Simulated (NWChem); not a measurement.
System: N-methylmethanimine (C2H5N); SMILES C=NC

Parts of the log:

```
             Northwest Computational Chemistry Package (NWChem) 7.3.0
             --------------------------------------------------------

 CS  symmetry detected

                             Geometry "geometry" -> ""
                             -------------------------

 Output coordinates in angstroms (scale by  1.889725989 to convert to a.u.)

  No.       Tag          Charge          X              Y              Z
 ---- ---------------- ---------- -------------- -------------- --------------
    1 C                    6.0000    -0.12976326     1.14012236     0.00000000
    2 N                    7.0000     0.52739241    -0.13550654     0.00000000
    3 C                    6.0000    -0.18019595    -1.17949709     0.00000000
    4 H                    1.0000     0.19540638     1.71725393     0.88098000
    5 H                    1.0000     0.19540638     1.71725393    -0.88098000
    6 H                    1.0000    -1.23759375     1.08362353     0.00000000
    7 H                    1.0000    -1.29055349    -1.16692924     0.00000000
    8 H                    1.0000     0.30534286    -2.16640798     0.00000000

 Effective nuclear repulsion energy (a.u.)      72.2350758756

      Symmetry information
      --------------------

 Group name             Cs
 Group number              2
 Group order               2
 No. of unique centers     7

  pbe96 is a nonlocal functional; adding pw91lda local functional.

                                 NWChem DFT Module
                                 -----------------

 Summary of "ao basis" -> "ao basis" (spherical)
 ------------------------------------------------------------------------------
       Tag                 Description            Shells   Functions and Types
 ---------------- ------------------------------  ------  ---------------------
 C                          def2-svp                 6       14   3s2p1d
 N                          def2-svp                 6       14   3s2p1d
 H                          def2-svp                 3        5   2s1p

      Symmetry analysis of basis
      --------------------------

        a'         47
        a"         20

            General Information
            -------------------
          SCF calculation type: DFT
          Wavefunction type:  closed shell.
          No. of atoms     :     8
          No. of electrons :    24
           Alpha electrons :    12
            Beta electrons :    12
          Charge           :     0
          Spin multiplicity:     1
          Use of symmetry is: on ; symmetry adaption is: on
          Maximum number of iterations: 150
          AO basis - number of functions:    67
                     number of shells:    33
          Convergence on energy requested:  1.00D-06
          Convergence on density requested:  1.00D-05
          Convergence on gradient requested:  5.00D-04

              XC Information
              --------------
          PerdewBurkeErnzerhof Exchange Functional  1.000
            Perdew 1991 LDA Correlation Functional  1.000 local
           PerdewBurkeErnz. Correlation Functional  1.000 non-local

             Grid Information
             ----------------
          Grid used for XC integration:  medium
          Radial quadrature: Mura-Knowles
          Angular quadrature: Lebedev.
          Tag              B.-S. Rad. Rad. Pts. Rad. Cut. Ang. Pts.
          ---              ---------- --------- --------- ---------
          C                   0.70       49          10.0       434
          N                   0.65       49           7.0       434
          H                   0.35       45          11.0       434
          Grid pruning is: on
          Number of quadrature shells:   327
          Spatial weights used:  Erf1

      Superposition of Atomic Density Guess
      -------------------------------------

 Sum of atomic energies:        -131.99019769

      Non-variational initial energy
      ------------------------------

 Total energy =    -133.738603
 1-e energy   =    -319.432908
 2-e energy   =     113.459229
 HOMO         =      -0.310340
 LUMO         =      -0.012715

      Symmetry analysis of molecular orbitals - initial
      -------------------------------------------------

  Numbering of irreducible representations:

     1 a'          2 a"

  Orbital symmetries:

     1 a'          2 a'          3 a'          4 a'          5 a'
     6 a'          7 a'          8 a'          9 a"         10 a'
    11 a"         12 a'         13 a"         14 a'         15 a'
    16 a'         17 a"         18 a'         19 a'         20 a'
    21 a"         22 a'

     ---------------------------------------------
      Total Density - Mulliken Population Analysis
     ---------------------------------------------

    Atom       Charge   Shell Charges
 -----------   ------   -------------------------------------------------------
    1 C    6     6.06   1.99  0.94  0.19  1.96  0.94  0.04
    2 N    7     7.51   1.99  1.08  0.55  2.39  1.47  0.03
    3 C    6     5.84   1.99  0.95  0.28  1.78  0.79  0.05
    4 H    1     0.91   0.68  0.21  0.02
    5 H    1     0.91   0.68  0.21  0.02
    6 H    1     0.93   0.68  0.23  0.02
    7 H    1     0.93   0.68  0.23  0.02
    8 H    1     0.91   0.68  0.21  0.02

   convergence    iter        energy       DeltaE   RMS-Dens  Diis-err
 ---------------- ----- ----------------- --------- --------- ---------
 d= 0,ls=0.0,diis     1   -133.6197288567 -2.06D+02  1.61D-02  3.40D-01
 d= 0,ls=0.0,diis     2   -133.5278721762  9.19D-02  1.15D-02  1.07D+00
 d= 0,ls=0.0,diis     3   -133.6501907833 -1.22D-01  2.93D-03  9.90D-02
 d= 0,ls=0.0,diis     4   -133.6607309543 -1.05D-02  9.89D-04  6.21D-03
 d= 0,ls=0.0,diis     5   -133.6614905108 -7.60D-04  2.66D-04  4.25D-04
  Resetting Diis
 d= 0,ls=0.0,diis     6   -133.6615484229 -5.79D-05  5.59D-05  1.51D-05
 d= 0,ls=0.0,diis     7   -133.6615501748 -1.75D-06  4.90D-05  2.50D-06
 d= 0,ls=0.0,diis     8   -133.6615497552  4.20D-07  2.88D-05  5.95D-06
 d= 0,ls=0.0,diis     9   -133.6615504872 -7.32D-07  3.82D-06  1.40D-07

         Total DFT energy =     -133.661550487173
      One electron energy =     -322.232805434021
           Coulomb energy =      135.705406021361
    Exchange-Corr. energy =      -19.369226950064
 Nuclear repulsion energy =       72.235075875552

 Numeric. integr. density =       23.999994664102

                  Occupations of the irreducible representations
                  ----------------------------------------------

                     irrep           alpha         beta
                     --------     --------     --------
                     a'               10.0         10.0
                     a"                2.0          2.0

                       DFT Final Molecular Orbital Analysis
                       ------------------------------------

 Vector   10  Occ=2.000000D+00  E=-3.312130D-01  Symmetry=a'
              MO Center= -2.1D-01,  1.9D-01, -2.3D-15, r^2= 3.0D+00
   Bfn.  Coefficient  Atom+Function         Bfn.  Coefficient  Atom+Function
  ----- ------------  ---------------      ----- ------------  ---------------
     5      0.283357  1 C  py                33      0.259526  3 C  py
    53     -0.245536  6 H  s                 63     -0.243120  8 H  s
     4      0.238926  1 C  px                43      0.178975  4 H  s
    48      0.178975  5 H  s                 58      0.169057  7 H  s
    19      0.166474  2 N  py                32     -0.148793  3 C  px

 Vector   11  Occ=2.000000D+00  E=-2.709604D-01  Symmetry=a"
              MO Center=  1.2D-01, -1.5D-01,  4.1D-16, r^2= 2.2D+00
   Bfn.  Coefficient  Atom+Function         Bfn.  Coefficient  Atom+Function
  ----- ------------  ---------------      ----- ------------  ---------------
    34     -0.390392  3 C  pz                20      0.375448  2 N  pz
    37     -0.254491  3 C  pz                23     -0.236218  2 N  pz
     6      0.211333  1 C  pz                43      0.196095  4 H  s
    48     -0.196095  5 H  s                 44      0.115956  4 H  s
    49     -0.115956  5 H  s                  9      0.069302  1 C  pz

 Vector   12  Occ=2.000000D+00  E=-2.053725D-01  Symmetry=a'
              MO Center=  3.6D-01, -2.1D-01, -5.0D-16, r^2= 1.9D+00
   Bfn.  Coefficient  Atom+Function         Bfn.  Coefficient  Atom+Function
  ----- ------------  ---------------      ----- ------------  ---------------
    18      0.502880  2 N  px                21     -0.354318  2 N  px
    17     -0.294144  2 N  s                 59     -0.211966  7 H  s
    58     -0.198668  7 H  s                 16     -0.194061  2 N  s
    54     -0.182812  6 H  s                 53     -0.167277  6 H  s
    63      0.156994  8 H  s                  4      0.137114  1 C  px

 Vector   13  Occ=0.000000D+00  E=-4.338794D-02  Symmetry=a"
              MO Center=  7.9D-02, -6.5D-01,  4.7D-16, r^2= 2.0D+00
   Bfn.  Coefficient  Atom+Function         Bfn.  Coefficient  Atom+Function
  ----- ------------  ---------------      ----- ------------  ---------------
    37     -0.559056  3 C  pz                23      0.510188  2 N  pz
    34     -0.465097  3 C  pz                20     -0.460037  2 N  pz
    44     -0.179020  4 H  s                 49      0.179020  5 H  s
    43     -0.110254  4 H  s                 48      0.110254  5 H  s
     9      0.050071  1 C  pz                11     -0.027172  1 C  d -1

 Vector   14  Occ=0.000000D+00  E= 5.188304D-02  Symmetry=a'
              MO Center= -6.5D-01,  4.9D-01,  1.8D-14, r^2= 6.0D+00
   Bfn.  Coefficient  Atom+Function         Bfn.  Coefficient  Atom+Function
  ----- ------------  ---------------      ----- ------------  ---------------
     3      1.926054  1 C  s                 54     -1.008883  6 H  s
    44     -0.890397  4 H  s                 49     -0.890397  5 H  s
    31      0.841462  3 C  s                 59     -0.837225  7 H  s
    64     -0.660191  8 H  s                  8      0.374543  1 C  py
    36     -0.357259  3 C  py                35     -0.343920  3 C  px

 Vector   15  Occ=0.000000D+00  E= 7.927095D-02  Symmetry=a'
              MO Center= -3.7D-01,  1.0D-01, -4.7D-16, r^2= 7.1D+00
   Bfn.  Coefficient  Atom+Function         Bfn.  Coefficient  Atom+Function
  ----- ------------  ---------------      ----- ------------  ---------------
     3      1.637984  1 C  s                 31     -1.600698  3 C  s
    59      1.288188  7 H  s                 44     -1.059668  4 H  s
    49     -1.059668  5 H  s                 64      0.834456  8 H  s
     7      0.362851  1 C  px                 8      0.329412  1 C  py
    35      0.317420  3 C  px                36      0.208562  3 C  py

     ---------------------------------------------
      Total Density - Mulliken Population Analysis
     ---------------------------------------------

    Atom       Charge   Shell Charges
 -----------   ------   -------------------------------------------------------
    1 C    6     5.95   1.98  0.92  0.09  2.12  0.79  0.04
    2 N    7     7.19   1.99  1.05  0.55  2.36  1.22  0.03
    3 C    6     6.02   1.98  0.93  0.24  2.05  0.77  0.04
    4 H    1     0.96   0.74  0.20  0.02
    5 H    1     0.96   0.74  0.20  0.02
    6 H    1     1.00   0.74  0.23  0.02
    7 H    1     0.99   0.74  0.23  0.02
    8 H    1     0.95   0.74  0.19  0.02

     -------------------------------------------
      Total Density - Lowdin Population Analysis
     -------------------------------------------

    Atom       Charge   Shell Charges
 -----------   ------   -------------------------------------------------------
    1 C    6     6.02   1.96  0.58  0.30  1.88  1.19  0.10
    2 N    7     7.07   1.97  0.80  0.47  2.20  1.57  0.06
    3 C    6     5.99   1.97  0.61  0.33  1.84  1.14  0.12
    4 H    1     0.96   0.64  0.26  0.06
    5 H    1     0.96   0.64  0.26  0.06
    6 H    1     1.00   0.64  0.29  0.07
    7 H    1     1.01   0.64  0.30  0.07
    8 H    1     0.98   0.64  0.28  0.07

     Multipole analysis of the density
     ---------------------------------

     L   x y z        total         alpha         beta         nuclear
     -   - - -        -----         -----         ----         -------
     0   0 0 0     -0.000000    -12.000000    -12.000000     24.000000

     1   1 0 0     -0.489802     -0.244901     -0.244901      0.000000
     1   0 1 0      0.070129      0.035064      0.035064      0.000000
     1   0 0 1      0.000000      0.000000      0.000000      0.000000

     2   2 0 0    -15.617538    -17.824929    -17.824929     20.032321
     2   1 1 0      0.357920      0.068546      0.068546      0.220828
     2   1 0 1     -0.000000     -0.000000     -0.000000      0.000000
     2   0 2 0    -12.376019    -58.686758    -58.686758    104.997497
     2   0 1 1      0.000000      0.000000      0.000000      0.000000
     2   0 0 2    -14.489376    -10.016283    -10.016283      5.543190
```

Level: PBE/def2-SVP. Structure relaxed at the PBE0/def2-SVP level.

**Question.** Which NWChem input produces such a log?

**Answer.** Several could match; the one computed here: the input that was run:
```
start job
memory heap 200 mb stack 900 mb global 1100 mb
geometry units angstroms noautoz
  C     -0.122660     1.135780     0.000000
  N      0.539145    -0.137443     0.000000
  C     -0.164630    -1.184008     0.000000
  H      0.200402     1.714094     0.880980
  H      0.200402     1.714094    -0.880980
  H     -1.230277     1.075240     0.000000
  H     -1.275026    -1.175491     0.000000
  H      0.324506    -2.169141     0.000000
end
basis spherical
  * library def2-svp
end
dft
  xc xpbe96 cpbe96
  iterations 150
  mulliken
end
task dft energy
```
